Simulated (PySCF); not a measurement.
PySCF job for ethynyl anion (C2H), SMILES C#[C-], charge -1, PBE0/pcJ-2. Geometry: PBE-D3(BJ)/def2-TZVPD.

```python
import numpy as np
from pyscf import gto, scf, dft
from pyscf.prop.ssc import rks as ssc

mol = gto.M(
    atom='''
    C     0.00000000    0.00000000    0.75597340
    C     0.00000000    0.00000000   -0.49379417
    H     0.00000000    0.00000000   -1.57307542
    ''',
    basis='pcJ-2',
    charge=-1,
    spin=0,
    max_memory=1600,
    verbose=3,
)
mf = dft.RKS(mol, xc='pbe0')
mf.grids.level = 3
mf.conv_tol = 1e-10
mf.max_cycle = 100
mf.kernel()
j = ssc.SSC(mf)
j.with_fcsd = True
j.max_cycle_cphf = 80
j.conv_tol = 1e-7
e11 = j.kernel()
```

Log of the run:

```
converged SCF energy = -76.6440491123331
Reduced spin-spin coupling constant K (Hz)
               #0        #1        #2
        0 C    0.00000
        1 C   23.83325   0.00000
        2 H    2.30074  24.18151   0.00000
Spin-spin coupling constant J (Hz)
               #0        #1        #2
        0 C    0.00000
        1 C   47.03562   0.00000
        2 H   18.05370 189.75028   0.00000
```

Self-consistency was reached.
